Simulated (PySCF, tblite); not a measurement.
Q: What does the GFN2-xTB structure of `c1sc(cc1)[P@](O)(=O)C` look like in three dimensions?

A: 
Z-matrix in Å and degrees, rows numbered from 1:
```
C 
P   1  1.8242
O   2  1.4659  1  117.25
O   2  1.6157  1  102.11  3  -122.37
C   2  1.8017  1  105.89  3   128.49
C   5  1.3627  2  126.01  1  -130.06
C   6  1.4101  5  112.71  2   179.68
C   7  1.3590  6  112.41  5    -0.22
S   8  1.7163  7  112.33  6     0.08
H   1  1.0855  2  110.28  3   170.92
H   1  1.0866  2  109.17  3   -67.89
H   1  1.0874  2  107.77  3    50.73
H   4  0.9590  2  107.98  1   138.82
H   6  1.0750  5  122.17  2    -0.01
H   7  1.0751  6  123.86  5   179.73
H   8  1.0720  7  128.35  6  -179.89
```

The 3 C–C bonds span 1.359 Å (C7–C8, aromatic) to 1.410 Å (C6–C7, aromatic), a spread of 0.051 Å. O4 (hydroxyl oxygen) is bent (angle 108.0°). P2 (phosphoryl phosphorus) is distorted tetrahedral (angles from 102.1° to 117.2°). Of the pairs four or more bonds apart, S9···H10 is among the closest relative to their van der Waals radii: 3.14 Å, 105 % of the sum of Bondi's values.

Computed geometry: GFN2-xTB, gas phase.

Point group: C1 (no symmetry element, even within 0.4 Å). Its GFN2-xTB frequencies are all real (lowest 29 cm⁻¹). One conformer, not necessarily the lowest (C1–P2–O4–H 139°, C1–P2–C5–C6 -130°).
